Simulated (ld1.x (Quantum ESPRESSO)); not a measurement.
Si: one change to a TM semilocal potential, before and after

ld1.x (Quantum ESPRESSO) 7.5 input, shortened:

```
&input
   title='Si', zed=14., rel=1, dft='BLYP', iswitch=3,
   config='[Ne] 3s2 3p1.75'
 /
 &inputp
   pseudotype=1, tm=.true., lloc=0,
   nlcc=.false.
 /
2
3P  2  1   1.75   0.00  2.00  2.00  0.0
3S  1  0   2.00   0.00  1.60  1.60  0.0
 &test
   configts(1)='3s2 3p1.75'
 /
```

Change: all radii scaled by about 0.88 (s 1.40, p 1.76 bohr).

Cutoffs: the cutoffs (Ry, on a coarse ladder) from which the occupation-weighted sum of valence levels, in a spherical-Bessel basis at the reference potential, stays within 10 and 1 mRy of its value at 400 Ry; they do not see the model core or the augmentation charge, which bear on the density cutoff. Errors are all-electron minus pseudo energies relative to the spin-unpolarised reference configuration.

Question: Predict the effect on cutoff, ghosts and configuration errors.

Answer: The potential gets harder (15 Ry and 40 Ry → 30 Ry and 70 Ry); of the 7 tests that both files solve, the error grows in 4 and shrinks in 0 by more than 15 % and 0.3 meV (median size 2.8 → 3.5 meV); neither file shows a bound ghost. A smaller radius makes the pseudo-wave follow the all-electron one further in, where it bends more sharply, so more plane waves are needed. That the errors move this way runs against the usual rule that smaller radii transfer better. A semilocal file is local in each channel, so a ghost entry of none says nothing of the separable form that plane-wave codes build from it.

```tsv
quantity	base	changed
cutoff, loose	15 Ry	30 Ry
cutoff, tight	40 Ry	70 Ry
loose cutoff by channel (10 mRy a level)	p 6 Ry, s 12 Ry	p 6 Ry, s 25 Ry
bound ghosts	none	none
error for 3s2 3p2, meV [ΔE -1.20 eV]	+0.2	+0.2
error for 3s2 3p1, meV [ΔE 6.39 eV]	+2.8	+3.5
error for 3s2 3p0, meV [ΔE 22.28 eV]	+34	+41
error for 3s1 3p3, meV [ΔE 5.65 eV]	+4.9	+8.0
error for 3s2 3p2.3, meV [ΔE -2.08 eV]	+0.7	+0.8
error for 3s1 3p2, meV [ΔE 13.85 eV]	+12	+14
error for 3s2 3p1.5, meV [ΔE 1.65 eV]	+0.1	+0.2
```
